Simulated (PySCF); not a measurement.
**Exercise with solution: oscillator strength and radiative lifetime**

4,4-dichlorobut-1-yne (C4H4Cl2), SMILES C#CCC(Cl)Cl.

Coordinates come from a B3LYP-D3(BJ)/def2-SVP optimisation. One conformer was computed; it need not be the lowest.

TDA-M06-2X/def2-SVPD run with PySCF 2.14.0 puts the first singlet state with f over 0.02 at 7.79 eV (vertical), with the transition dipole (-0.181, 0.102, -0.353) in atomic units.

Q: Find the oscillator strength, the wavelength and the radiative lifetime that this transition would have in vacuum if emission retraced absorption.

A: 
|μ|² = 0.1678 au, so |μ| = 1.04 D. ΔE = 7.79/27.211 = 0.2863 hartree. f = (2/3) ΔE |μ|² = 0.032 (the program prints 0.032).
λ = 1239.84/7.79 = 159 nm; ν = 62831 cm⁻¹.
Einstein's coefficient A = 0.6670 ν² f s⁻¹ (ν in cm⁻¹) = 8.4e7 s⁻¹, so τ = 1/A = 12 ns. This state is S8; the lower singlets have f = 0.000, 0.008, 0.009, 0.003, 0.008, 0.000, 0.005. The figure is the radiative limit of this one transition; relaxation, internal conversion, crossing to triplets and a medium change what is measured.
